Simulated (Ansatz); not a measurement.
Coupled-cluster diagnostics for (KNH2)2 ring (K2N2H4), Ansatz.

Geometry of the singlet (r2SCAN-D4/def2-SVP):

```xyz
8

K    -1.033   -0.210   -1.449
N     1.588   -0.013   -1.130
K     1.034    0.198    1.450
N    -1.587    0.012    1.130
H     2.177   -0.799   -1.440
H     2.073    0.773   -1.587
H    -2.082   -0.766    1.592
H    -2.170    0.806    1.433
```

Correlated methods freeze 12 core orbitals; core or outer-core shells of K are correlated, in sets that lack core-valence functions.

Q: Estimate the CCSD(T) correlation energy, the shares of MP2 and (T), T1 and the reference's ⟨S²⟩ for: charge 0, singlet, own geometry in def2-TZVPP; and the rough time on 4 threads of Intel Xeon on a shared host.

A: 
```tsv
state	basis	correlation (eV)	MP2 share (%)	(T) share (%)	T1	⟨S²⟩ (pure)	wall time
charge 0, singlet, own geometry	def2-TZVPP	-23.648	93.3	2.8	0.011	0.00 (0.00)	63 s
```
Customary marks for T1 are 0.02 (closed shells), 0.045 (open shells) and about 0.05 (3d metals). T1 stays under 0.02 throughout.
